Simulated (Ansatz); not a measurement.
`[NH2][Ta]([OH])([OH])=[S]` + `[OH][SnH2][Cl]` → `[NH2][Ta]([OH])(=[S])[Cl]` + `[OH][SnH2][OH]`  (redistribution)

Isolated molecules relaxed with PBE0-D4/def2-TZVP in Ansatz; ΔE leaves out vibrations. CCSD(T)/CBS is the MP2 limit (def2-TZVPP, def2-QZVPP) plus CCSD(T) − MP2 in def2-TZVPP, frozen cores. Functionals use def2-TZVPP. def2 core potentials past Kr. For Sn, Ta outer-core shells are correlated without core-valence functions, which leaves a few kJ/mol of doubt a bond. Each species was taken in one conformer, which may not be the lowest.

CCSD(T)/CBS gives +38.1 kJ/mol.

(1) Another level gave +45.4 kJ/mol. Which?
A. B97M-V/def2-TZVPP
B. HF/def2-TZVPP
C. r2SCAN0/def2-TZVPP
D. SCS-MP2/def2-TZVPP

Largest T1 diagnostic among the species: 0.020, so the coupled-cluster value is less sure than usual.

Answers

(1) C. r2SCAN0 45.4, B97M-V 40.6, SCS-MP2/def2-TZVPP 31.9, HF/def2-TZVPP 56.2 kJ/mol.

Leaving LDA and LC-ωPBE aside and taking each functional with its dispersion term where it has one, the values, not all of them listed here, spread over 9.9 kJ/mol, from B2PLYP to BHLYP-D4. From r2SCAN to r2SCAN0 (25 % exact exchange), in def2-TZVPP and without D4, ΔE moves by +3.3 kJ/mol.
